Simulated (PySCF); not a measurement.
Species: C4H5NOS.
Geometry (PBE0-D3(BJ)/def2-SVP, Å), atoms numbered from 1 in this order:
```xyz
12
C4H5NOS angstrom
C     -2.402    0.029    0.349
S     -1.220    0.588    1.595
C      0.278    0.271    0.773
C      1.579    0.462    1.159
C      2.305   -0.003    0.034
N      1.525   -0.428   -0.925
O      0.245   -0.254   -0.455
H     -2.302    0.609   -0.578
H     -3.394    0.202    0.787
H     -2.274   -1.040    0.135
H      1.950    0.869    2.095
H      3.385   -0.042   -0.109
```

Computed with PBE0-D3(BJ)/def2-SVP geometry optimisation, gas phase (PySCF).

Take the most abundant isotopes and a rigid rotor. The values belong to one conformer with, in the numbering `[CH3:1][S:2][c:3]1[cH:4][cH:5][n:6][o:7]1`, C1–S2–C3–C4 180°.

Q: What are A, B and C (MHz)?

A: Ia = 85.47, Ib = 310.41, Ic = 392.63 u·Å²; 505379 MHz·u·Å²/I gives A = 5913, B = 1628, C = 1287 MHz.

Q: What kind of rotor is it?

A: An asymmetric top; Ray's κ = -0.853.

Q: Is it planar, by Δ = Ic − Ia − Ib?

A: Not planar: Δ = Ic − Ia − Ib = -3.25 u·Å². For a rigid frame Δ = −2 Σ m c², so Σ m c² = 1.63 u·Å² lies off the ab plane, practically all of it from hydrogen. The atom farthest from that plane is 0.90 Å away.

Q: List the rotational levels J(Ka,Kc) to J = 4 (MHz).

A: Above 0(0,0):
J = 1: 1(0,1) 2915, 1(1,1) 7200, 1(1,0) 7541
J = 2: 2(0,2) 8726, 2(1,2) 12690, 2(1,1) 13713, 2(2,1) 26567, 2(2,0) 26587
J = 3: 3(0,3) 17394, 3(1,3) 20912, 3(1,2) 22957, 3(2,2) 35313, 3(2,1) 35410, 3(3,1) 57602, 3(3,0) 57603
J = 4: 4(0,4) 28863, 4(1,4) 31854, 4(1,3) 35259, 4(2,3) 46959, 4(2,2) 47248, 4(3,2) 69300, 4(3,1) 69305, 4(4,1) 100455, 4(4,0) 100455
Those of J = 1 are B + C, A + C and A + B.

Q: Predict some low-J microwave lines.

A: The dipole components are |μa| = 1.40 D, |μb| = 1.17 D, |μc| = 0.00 D; the mirror of this Cs structure is the ab plane, so μc vanishes by symmetry and there are no c-type lines. Intensities carry the squares of the components, which stand as 1.00 : 0.70 (a : b). Some lines, for components of 0.1 D or more:

```json
{"type": "a", "branch": "Q", "J(Ka,Kc)": "2(1,1) ← 2(1,2)", "MHz": "1023", "lower level (cm⁻¹)": "0.423"}
{"type": "b", "branch": "R", "J(Ka,Kc)": "2(0,2) ← 1(1,1)", "MHz": "1526", "lower level (cm⁻¹)": "0.240"}
{"type": "b", "branch": "Q", "J(Ka,Kc)": "1(1,0) ← 1(0,1)", "MHz": "4626", "lower level (cm⁻¹)": "0.097"}
{"type": "a", "branch": "R", "J(Ka,Kc)": "2(1,2) ← 1(1,1)", "MHz": "5490", "lower level (cm⁻¹)": "0.240"}
{"type": "a", "branch": "R", "J(Ka,Kc)": "2(0,2) ← 1(0,1)", "MHz": "5811", "lower level (cm⁻¹)": "0.097"}
{"type": "b", "branch": "R", "J(Ka,Kc)": "1(1,1) ← 0(0,0)", "MHz": "7200", "lower level (cm⁻¹)": "0.000"}
{"type": "a", "branch": "R", "J(Ka,Kc)": "3(1,3) ← 2(1,2)", "MHz": "8222", "lower level (cm⁻¹)": "0.423"}
{"type": "a", "branch": "R", "J(Ka,Kc)": "3(2,2) ← 2(2,1)", "MHz": "8746", "lower level (cm⁻¹)": "0.886"}
{"type": "b", "branch": "R", "J(Ka,Kc)": "2(1,2) ← 1(0,1)", "MHz": "9775", "lower level (cm⁻¹)": "0.097"}
{"type": "b", "branch": "R", "J(Ka,Kc)": "3(1,3) ← 2(0,2)", "MHz": "12186", "lower level (cm⁻¹)": "0.291"}
{"type": "b", "branch": "Q", "J(Ka,Kc)": "2(2,0) ← 2(1,1)", "MHz": "12874", "lower level (cm⁻¹)": "0.457"}
{"type": "b", "branch": "Q", "J(Ka,Kc)": "3(2,2) ← 3(1,3)", "MHz": "14401", "lower level (cm⁻¹)": "0.698"}
{"type": "b", "branch": "R", "J(Ka,Kc)": "3(2,2) ← 2(1,1)", "MHz": "21601", "lower level (cm⁻¹)": "0.457"}
{"type": "b", "branch": "Q", "J(Ka,Kc)": "3(3,0) ← 3(2,1)", "MHz": "22192", "lower level (cm⁻¹)": "1.181"}
{"type": "b", "branch": "Q", "J(Ka,Kc)": "3(3,1) ← 3(2,2)", "MHz": "22289", "lower level (cm⁻¹)": "1.178"}
{"type": "b", "branch": "R", "J(Ka,Kc)": "3(3,1) ← 2(2,0)", "MHz": "31015", "lower level (cm⁻¹)": "0.887"}
{"type": "b", "branch": "R", "J(Ka,Kc)": "3(3,0) ← 2(2,1)", "MHz": "31035", "lower level (cm⁻¹)": "0.886"}
```

Not checked by PBE0-D3(BJ)/def2-SVP frequencies. No vibrational averaging or centrifugal distortion is included, and the geometry carries the error of its method. A rigid rotor knows nothing of internal rotation, which can split or shift real lines. Quadrupole hyperfine structure (14N) is left out.

Time: 58 s of wall time. Hardware: one thread, Arm Neoverse N1, no GPU, shared host. This is the geometry optimisation.
